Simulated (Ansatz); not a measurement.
Be2O3. Charge 0, multiplicity 1. Geometry PBE-D4/def2-TZVP.

```xyz
5

Be    1.3957    0.0944   -0.3255
Be   -1.3958   -0.0878    0.3271
O     0.0001    0.0156    0.0046
O    -2.8094   -0.1945    0.6537
O     2.8093    0.1723   -0.6600
```

The restricted singlet is unstable towards broken spin symmetry in Hartree–Fock (as tested in another run); at PBE-D4/def2-TZVP, r2SCAN-D4/def2-TZVP, r2SCANh-D4/def2-TZVP, PBE0-D4/def2-TZVP and others this wasn't settled. At PBE-D4/def2-TZVP, r2SCAN-D4/def2-TZVP an occupied level of the charge 0 singlet lies above an empty one (by up to 0.64 eV), so this SCF solution is probably not the lowest. The geometry of the singlet was relaxed on an unsound state (an occupied level 0.64 eV above an empty one). Another isomer (singlet) lies 2.78 eV lower at PBE0-D4/def2-TZVP; other spin states weren't run for this one.

(1) Estimate the orbital energies around the gap (eV) in Ansatz with PBE-D4/def2-TZVP, r2SCAN-D4/def2-TZVP, r2SCANh-D4/def2-TZVP, PBE0-D4/def2-TZVP, ωB97X-V/def2-TZVP.

Results:

(1) 
| orbital | PBE-D4/def2-TZVP | r2SCAN-D4/def2-TZVP | r2SCANh-D4/def2-TZVP | PBE0-D4/def2-TZVP | ωB97X-V/def2-TZVP |
| --- | --- | --- | --- | --- | --- |
| HOMO−9 | -23.09 | -24.41 | -25.48 | -26.22 | -28.95 |
| HOMO−8 | -23.08 | -24.40 | -25.47 | -26.20 | -28.93 |
| HOMO−7 | -12.17 | -12.52 | -13.18 | -13.95 | -16.74 |
| HOMO−6 | -9.62 | -9.83 | -10.33 | -11.00 | -13.81 |
| HOMO−5 | -9.37 | -9.68 | -10.29 | -10.90 | -13.51 |
| HOMO−4 | -8.86 | -9.29 | -10.05 | -10.90 | -13.51 |
| HOMO−3 | -8.86 | -9.29 | -10.05 | -10.90 | -13.51 |
| HOMO−2 | -8.35 | -8.45 | -8.82 | -9.61 | -12.21 |
| HOMO−1 | -7.70 | -8.10 | -8.61 | -9.38 | -11.96 |
| HOMO | -7.50 | -7.90 | -8.61 | -8.76 | -9.87 |
| LUMO | -8.14 | -8.24 | -8.12 | -7.82 | -6.69 |
| LUMO+1 | -1.66 | -1.11 | -0.92 | -0.99 | 0.44 |
| LUMO+2 | -0.22 | 0.37 | 0.53 | 0.38 | 1.65 |
| LUMO+3 | 0.15 | 0.79 | 1.10 | 1.15 | 2.83 |
| LUMO+4 | 0.34 | 0.99 | 1.26 | 1.17 | 2.88 |
| LUMO+5 | 0.34 | 1.02 | 1.26 | 1.24 | 3.13 |
